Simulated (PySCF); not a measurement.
Electric field gradients and quadrupole coupling constants

Compound: [WO3Cl]- (charge -1 and singlet state).
Z-matrix (Å and degrees, PBE0-D3(BJ)/def2-SVP geometry), rows numbered from 1:
```
W 
O   1  1.7387
O   1  1.7395  2  109.09
O   1  1.7388  2  109.10  3  -118.99
Cl  1  2.3575  2  109.65  3   120.79
```

Field gradients from the PBE0/pcSseg-1 (def2-TZVP on W) density (PySCF, non-relativistic but for the core potentials past Kr), principal values in atomic units, ordered |Vxx| ≤ |Vyy| ≤ |Vzz|:

```csv
atom,Vxx,Vyy,Vzz
O2,-0.1933,-0.3692,0.5625
O3,-0.1903,-0.3701,0.5604
O4,-0.1918,-0.3706,0.5624
Cl5,-0.7008,-0.7054,1.4061
```

Task: Find the asymmetry η = (Vxx − Vyy)/Vzz and the couplings χ = eQV/h (234.96 MHz × Q in barn × V in au), with Q(17O) = −0.0256 b, Q(35Cl) = −0.0817 b.

Result: 
```csv
atom,environment,nucleus,η,χzz (MHz),χxx (MHz),χyy (MHz)
O2,oxygen bonded to W,17O,0.31,-3.383,1.162,2.221
O3,oxygen bonded to W,17O,0.32,-3.371,1.144,2.226
O4,oxygen bonded to W,17O,0.32,-3.383,1.154,2.229
Cl5,chlorine bonded to W,35Cl,0.00,-26.99,13.45,13.54
```

The gradient is axial or nearly so (η below 0.05) at Cl5. The tensor is traceless: Vxx + Vyy + Vzz = 0.

Task: What is Vzz at O3 in SI units (1 au = 9.71736 × 10²¹ V/m²)?

Result: 0.5604 au = 5.446 × 10²¹ V/m².

Geometry: PBE0-D3(BJ)/def2-SVP; no solvent, vibrations or thermal averaging. Atoms past krypton carry effective core potentials; spin–orbit coupling is left out. The pcSseg-1 basis has no diffuse functions, a weakness for an anion. With so small a basis the couplings can be 20 % off.
